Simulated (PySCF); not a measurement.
SrF, SMILES [F][Sr+], charge +1.

Geometry optimised at B3LYP-D3(BJ)/def2-TZVPD. The multiplicity is an assumed one; other spin states were not compared. The def2 effective core potentials stand for the cores of Sr; spin–orbit coupling is left out.

These are B3LYP-D3(BJ)/def2-TZVPD (PySCF) values and carry that method's errors.

Frequencies are harmonic and unscaled.

### Question
Give all harmonic wavenumbers and intensities. (An estimate is asked for; the answer gives what the named calculation found.)

### Answer

```tsv
mode	ν (cm⁻¹)	IR (km/mol)	moving atoms (share of kinetic energy)
1	573	132.0	F 82 %, Sr 18 %
```
